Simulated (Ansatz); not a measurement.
Ansatz (a quantum-chemistry and plane-wave program) input (HF/STO-3G):

Ansatz 0.2 input:
```yaml
crystal:
  periodic: [false, false, false]
  atoms:
    - {symbol: F, position_ang: [-0.00000000, -0.00000000, -2.39460900]}
    - {symbol: Be, position_ang: [-0.00000000, -0.00000000, -1.02112800]}
    - {symbol: Be, position_ang: [0.00000000, 0.00000000, 1.02112800]}
    - {symbol: F, position_ang: [0.00000000, 0.00000000, 2.39460900]}
basis:
  gaussian:
    orbitals: STO-3G
hamiltonian:
  xc: {name: HF}
relax: {f_tol: 0.003, max_steps: 120}
```

Output:

```
Functional definition: HF
integrals: 0.00 GiB planned
279 factors; integrals over basis functions are off by at most 5.2e-4 eV
mean field: 0.04 GiB planned
mean field evaluation 1: about -6121.9878 eV, gradient 2.7e1 eV
mean field evaluation 2: about -6122.0093 eV, gradient 2.7e1 eV
mean field evaluation 4: about -6125.4835 eV, gradient 1.4e0 eV
mean field evaluation 8: about -6125.4936 eV, gradient 6.0e-4 eV
a density is far from that of the atoms, so the factors are made again for it
296 factors; integrals over basis functions are off by at most 1.6e-5 eV
mean field: 0.04 GiB planned
mean field evaluation 16: about -6125.4932 eV, gradient 4.8e-4 eV
mean field -6125.49324329 eV, -225.1077246826 hartree, gradient 3.7e-6 eV, S^2 0.000000; 0 other end points of the search recorded, 0 dependent functions left out
the calculation of the forces begins
reference -6125.49324329 eV, -225.1077246826 hartree; 13, 13 occupied and 7, 7 virtual orbitals, 296 factors
relax step   1: F+E_penalty+E_count = -6125.49324329 eV  Δ(F+E_penalty+E_count) = +0.000e0 eV  max|allowed force component| = 3.383e0 eV/Å  Δτ_max = 0.0000 Å  (50 SCF iters, accepted)
these checks for a lower state are left out or cut short: starts, cluster_reference, orbital_swaps, neighbouring_geometries, increment
integrals: 0.00 GiB planned
279 factors; integrals over basis functions are off by at most 4.8e-4 eV
mean field: 0.04 GiB planned
a density is far from that of the atoms, so the factors are made again for it
296 factors; integrals over basis functions are off by at most 1.6e-5 eV
mean field: 0.04 GiB planned
mean field evaluation 32: about -6125.7526 eV, gradient 1.2e-5 eV
mean field -6125.75256677 eV, -225.1172546445 hartree, gradient 1.2e-5 eV, S^2 0.000000; 0 other end points of the search recorded, 0 dependent functions left out
the calculation of the forces begins
reference -6125.75256677 eV, -225.1172546445 hartree; 13, 13 occupied and 7, 7 virtual orbitals, 296 factors
relax step   2: F+E_penalty+E_count = -6125.75256677 eV  Δ(F+E_penalty+E_count) = -2.593e-1 eV  max|allowed force component| = 1.625e0 eV/Å  Δτ_max = 0.0866 Å  (36 SCF iters, accepted)
these checks for a lower state are left out or cut short: starts, cluster_reference, orbital_swaps, neighbouring_geometries, increment
integrals: 0.00 GiB planned
279 factors; integrals over basis functions are off by at most 4.4e-4 eV
mean field: 0.04 GiB planned
a density is far from that of the atoms, so the factors are made again for it
296 factors; integrals over basis functions are off by at most 1.7e-5 eV
mean field: 0.04 GiB planned
mean field -6125.79187870 eV, -225.1186993312 hartree, gradient 1.2e-5 eV, S^2 0.000000; 0 other end points of the search recorded, 0 dependent functions left out
the calculation of the forces begins
reference -6125.79187870 eV, -225.1186993312 hartree; 13, 13 occupied and 7, 7 virtual orbitals, 296 factors
relax step   3: F+E_penalty+E_count = -6125.79187870 eV  Δ(F+E_penalty+E_count) = -3.931e-2 eV  max|allowed force component| = 4.646e-1 eV/Å  Δτ_max = 0.0232 Å  (36 SCF iters, accepted)
these checks for a lower state are left out or cut short: starts, cluster_reference, orbital_swaps, neighbouring_geometries, increment
integrals: 0.00 GiB planned
279 factors; integrals over basis functions are off by at most 4.5e-4 eV
mean field: 0.04 GiB planned
a density is far from that of the atoms, so the factors are made again for it
296 factors; integrals over basis functions are off by at most 1.7e-5 eV
mean field: 0.04 GiB planned
mean field -6125.79471073 eV, -225.1188034067 hartree, gradient 1.2e-5 eV, S^2 0.000000; 0 other end points of the search recorded, 0 dependent functions left out
the calculation of the forces begins
reference -6125.79471073 eV, -225.1188034067 hartree; 13, 13 occupied and 7, 7 virtual orbitals, 296 factors
relax step   4: F+E_penalty+E_count = -6125.79471073 eV  Δ(F+E_penalty+E_count) = -2.832e-3 eV  max|allowed force component| = 1.744e-2 eV/Å  Δτ_max = 0.0036 Å  (37 SCF iters, accepted)
these checks for a lower state are left out or cut short: starts, cluster_reference, orbital_swaps, neighbouring_geometries, increment
integrals: 0.00 GiB planned
279 factors; integrals over basis functions are off by at most 4.5e-4 eV
mean field: 0.04 GiB planned
mean field evaluation 64: about -6125.7952 eV, gradient 7.4e-6 eV
a density is far from that of the atoms, so the factors are made again for it
296 factors; integrals over basis functions are off by at most 1.7e-5 eV
mean field: 0.04 GiB planned
mean field -6125.79471503 eV, -225.1188035647 hartree, gradient 1.2e-5 eV, S^2 0.000000; 0 other end points of the search recorded, 0 dependent functions left out
the calculation of the forces begins
reference -6125.79471503 eV, -225.1188035647 hartree; 13, 13 occupied and 7, 7 virtual orbitals, 296 factors
relax step   5: F+E_penalty+E_count = -6125.79471503 eV  Δ(F+E_penalty+E_count) = -4.302e-6 eV  max|allowed force component| = 1.900e-4 eV/Å  Δτ_max = 0.0002 Å  (30 SCF iters, accepted)
integrals: 0.00 GiB planned
279 factors; integrals over basis functions are off by at most 4.5e-4 eV
mean field: 0.04 GiB planned
a density is far from that of the atoms, so the factors are made again for it
296 factors; integrals over basis functions are off by at most 1.7e-5 eV
mean field: 0.04 GiB planned
mean field -6125.79471503 eV, -225.1188035647 hartree, gradient 1.2e-5 eV, S^2 0.000000; 0 other end points of the search recorded, 0 dependent functions left out
the calculation of the forces begins
reference -6125.79471503 eV, -225.1188035647 hartree; 13, 13 occupied and 7, 7 virtual orbitals, 296 factors
Total energy: -6125.79471503 eV, -225.1188035647 hartree
Atom 0 at    -0.000000     0.000000    -2.288060 Å, force     0.000000     0.000000     0.000166 eV/Å
Atom 1 at     0.000000    -0.000000    -0.993165 Å, force    -0.000000    -0.000000    -0.000190 eV/Å
Atom 2 at     0.000000    -0.000000     0.993165 Å, force     0.000000    -0.000000     0.000190 eV/Å
Atom 3 at    -0.000000     0.000000     2.288060 Å, force     0.000000     0.000000    -0.000166 eV/Å
Dipole moment:    -0.000000     0.000000     0.000000 e Å
```

The geometry given is a B3LYP-D3(BJ)/def2-TZVP minimum.
